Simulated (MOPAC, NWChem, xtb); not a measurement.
# CH2BF2 (SMILES [CH2]B(F)F): the dipole moment, rung by rung

The species is CH2BF2 (6 atoms), meant as a doublet with charge 0. SMILES: `[CH2]B(F)F`. Geometry: relaxed at GFN2-xTB.

| atom | x (Å) | y (Å) | z (Å) |
| --- | --- | --- | --- |
| C | -0.4305 | 0.6327 | -0.2521 |
| B | 0.3781 | -0.5560 | 0.2211 |
| F | 0.3675 | -0.9815 | 1.4775 |
| F | 1.1592 | -1.2640 | -0.5839 |
| H | -0.4137 | 0.9700 | -1.2731 |
| H | -1.0607 | 1.1988 | 0.4104 |

Each level gives the dipole moment (D). The values are calculated.

```tsv
level	kind	program	value (D)	CPU time
AM1	semi-empirical	MOPAC	1.61	under 2 s
GFN2-xTB	semi-empirical	xtb	2.60	under 2 s
MNDO	semi-empirical	MOPAC	1.97	under 2 s
GFN0-xTB	semi-empirical	xtb	2.15	under 2 s
UHF/STO-3G	Hartree–Fock	NWChem	1.08	1.6 s
UHF/3-21G	Hartree–Fock	NWChem	2.37	1.5 s
UHF/6-31G* (spherical functions)	Hartree–Fock	NWChem	2.12	7 s
UTPSS/cc-pVDZ	meta-GGA	NWChem	1.86	38 s
UB3LYP/6-31G* (Cartesian functions)	global hybrid	NWChem	1.90	27 s
```

The values span 1.08 to 2.60 D. Magnitudes only. Sets without polarisation functions give poor dipoles. Without the sets that lack polarisation functions the rows with a basis span only 1.86 to 2.12 D. CPU times are rough (shared hosts, several kinds of processor and program).
